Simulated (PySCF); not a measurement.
A structure optimised at r2SCAN-D4/def2-SVP, used in a PySCF frequency run:

```xyz
24

C      0.0000     1.7359    -2.3523
Al     0.0000     0.0000    -1.4266
C      0.0000    -1.7359    -2.3523
N     -1.3669     0.0000     0.0000
Al     0.0000     0.0000     1.4266
C      0.0000     1.7359     2.3523
C      0.0000    -1.7359     2.3523
N      1.3669     0.0000     0.0000
H     -0.8827     1.8629    -3.0046
H      0.8827     1.8629    -3.0046
H      0.0000     2.5931    -1.6541
H      0.0000    -2.5931    -1.6541
H     -0.8827    -1.8629    -3.0046
H      0.8827    -1.8629    -3.0046
H     -1.9829     0.8164     0.0000
H     -1.9829    -0.8164     0.0000
H      0.0000     2.5931     1.6541
H      0.8827     1.8629     3.0046
H     -0.8827     1.8629     3.0046
H      0.8827    -1.8629     3.0046
H     -0.8827    -1.8629     3.0046
H      0.0000    -2.5931     1.6541
H      1.9829     0.8164     0.0000
H      1.9829    -0.8164     0.0000
```
Charge 0, spin multiplicity 1.

Write its SMILES, formula and point group.

[CH3][Al-]1([CH3])[NH2+][Al-]([CH3])([CH3])[NH2+]1, C4H16Al2N2, D2h

What are its rotational constants (standard atomic weights)?

1.8242, 0.94647, 0.76335 GHz
